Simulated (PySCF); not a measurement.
C₆H₇F₃.
Cartesian coordinates in Å at the PBE0-D3(BJ)/def2-SVP level; atoms count from 1:
```xyz
16
C6H7F3 angstrom
C     -1.1783    1.6401   -0.4652
C     -0.8347    0.5037    0.1493
C     -1.7559   -0.6721    0.2630
C      0.5356    0.3481    0.7725
C      1.3293   -0.7682    0.1881
F      0.9948   -2.0060    0.5766
C      2.3052   -0.6378   -0.7093
F      2.9765   -1.6313   -1.2328
F      2.7113    0.5269   -1.1603
H     -2.1666    1.7636   -0.9164
H     -0.4856    2.4831   -0.5394
H     -2.7323   -0.4653   -0.1956
H     -1.3247   -1.5635   -0.2200
H     -1.9167   -0.9435    1.3200
H      0.4333    0.1438    1.8539
H      1.1040    1.2822    0.6681
```

All values: B3LYP/def2-SVPD (PySCF, non-relativistic), on one gas-phase PBE0-D3(BJ)/def2-SVP geometry that isn't relaxed in the solvent. The solvent is an IEF-PCM continuum (van der Waals radii × 1.2). The model holds no explicit solvent molecules, cavitation or dispersion.

Gas phase at B3LYP/def2-SVPD: HOMO -7.01 eV, LUMO -0.36 eV, dipole 1.64 D.

Q: What does the continuum do to the energy, the frontier levels and the dipole at B3LYP/def2-SVPD in tetrahydrofuran and dichloromethane?

A: 
```tsv
solvent	ε	E(solvent) − E(gas) (kJ/mol)	polarisation term (kJ/mol)	distortion of the solute (kJ/mol)	HOMO (eV)	LUMO (eV)	dipole (D)
tetrahydrofuran	7.426	-9.40	-10.27	0.87	-6.92	-0.20	1.96
dichloromethane	8.93	-9.79	-10.74	0.95	-6.92	-0.20	1.97
```

Polarisation term: ½ Σ q·V over the induced surface charges. Distortion: the rise of the solute's own energy as its density leaves the gas-phase optimum. From tetrahydrofuran to dichloromethane the lowering changes by a factor 1.04, Onsager's factor (ε − 1)/(2ε + 1) by 1.04 and ε itself by 1.2.

Q: Which radius a makes the point-dipole formula ΔE = −[(ε − 1)/(2ε + 1)]·μ²/a³ give the value in dichloromethane, with the gas-phase dipole?

A: μ = 0.646 au and |ΔE| = 0.00373 Eh give a = 1.91 Å; the farthest nucleus lies 3.62 Å from the centroid of the nuclei, so such a sphere wouldn't even hold the nuclei. The formula assumes a rigid point dipole at the centre of a sphere.

Q: Give the dipole vector in the frame of the coordinates (D, pointing from negative to positive charge), gas and dichloromethane.

A: Gas (-1.02, 1.01, 0.79), solvent (-1.15, 1.21, 1.05). Its length changes by +20 % and its direction by 4°.

Q: How does the static polarisability (B3LYP/def2-SVPD, frozen core, with the continuum's full static response) change?

A: 
| medium | isotropic (au) | principal values (au) | ⟨r²⟩ of the electrons (bohr²) |
| --- | --- | --- | --- |
| gas | 76.8 | 60.8, 81.2, 88.3 | 1346.3 |
| tetrahydrofuran | 96.8 | 77.7, 103.7, 109.2 | 1346.3 |
| dichloromethane | 97.8 | 78.6, 104.7, 110.2 | 1346.4 |

The isotropic value in dichloromethane is 1.27 times the gas-phase one; no cavity-field correction is applied. ⟨r²⟩ is taken about the centre of nuclear charge.

Rough CPU time on one thread of a shared machine: about 1.7 min. This is the whole response run at B3LYP/def2-SVPD in dichloromethane, SCF included.
